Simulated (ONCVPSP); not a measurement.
## Reading a pseudo-wave (Al)

Columns: radius, all-electron u(r) and pseudo u(r) of the 2p shell (level -69.64 eV) of aluminium in the configuration [He] 2s2 2p6 3s2 3p1; PBE, scalar-relativistic, ONCV scheme, ONCVPSP 4.0.1.

```tsv
r (bohr)	all-electron	pseudo
0.060	0.1702	0.0494
0.120	0.4747	0.1914
0.180	0.7610	0.4057
0.240	0.9806	0.6579
0.300	1.1262	0.9065
0.360	1.2064	1.1158
0.420	1.2337	1.2644
0.480	1.2216	1.3436
0.540	1.1820	1.3526
0.600	1.1242	1.2969
0.660	1.0551	1.1918
0.720	0.9801	1.0646
0.780	0.9030	0.9420
0.840	0.8263	0.8386
0.900	0.7520	0.7541
0.960	0.6813	0.6814
1.020	0.6149	0.6148
1.080	0.5531	0.5530
1.140	0.4961	0.4961
1.200	0.4440	0.4439
1.260	0.3964	0.3963
1.320	0.3533	0.3532
1.380	0.3143	0.3143
1.440	0.2793	0.2793
1.500	0.2479	0.2479
1.560	0.2199	0.2199
```

(1) How many radial nodes do the two functions have?

(2) At about which radius was the pseudo-wave matched?

(3) Is the pseudo-wave norm-conserving?

Results:

(1) The all-electron 2p function has n − l − 1 = 0; the pseudo-wave has 0.

(2) 1.05 bohr. The columns agree to 0.0005 from 0.96 bohr on; several derivatives are matched, so the curves merge somewhat inside the radius.

(3) Yes: the ONCV scheme keeps the norm inside the radius equal to the all-electron one, which fixes the energy derivative of the logarithmic derivative at the level.
